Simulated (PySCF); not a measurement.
**The third ionisation energy along group 8**

Calculated with PySCF 2.14 from differences of total energies of unrestricted determinants, without spin-orbit coupling. Values in eV. The last column holds reference values (NIST; (s) semi-empirical, (t) theoretical, else measured). Unmarked ones compare directly (S terms, centres of terms, or small fine structure); those marked * lie between the lowest fine-structure levels and include a spin-orbit shift.

```
                                                                                       element                 configurations     UHF     LDA    PBE0    PW91  MP2 (valence)  SCS-MP2 (valence)         reference
    Fe (aug-cc-pVTZ with one added diffuse shell each of s, p, d, f, g type, non-relativistic)            [Ar] 3d6 → [Ar] 3d5  28.534  31.879  31.196  31.822         30.136             30.326  30.651 ± 0.012 *
Ru (aug-cc-pVTZ-PP with one added diffuse shell each of s, p, d, f, g type with ECP28MDF, ECP)            [Kr] 4d6 → [Kr] 4d5  26.443  28.643  28.301  28.608         27.699             27.944       28.47 (s) *
Os (aug-cc-pVTZ-PP with one added diffuse shell each of s, p, d, f, g type with ECP60MDF, ECP)  [Xe] 4f14 5d6 → [Xe] 4f14 5d5  24.874  27.158  26.720  27.018         26.128             26.361    25 ± 1.6 (t) *
```

"Valence" correlates the outer s and p shells and, in groups 3 to 12 and the f block, the outer d or f shell, open or full, or the next shell where the ion has no valence electron left; the wider scheme adds the next inner shell.
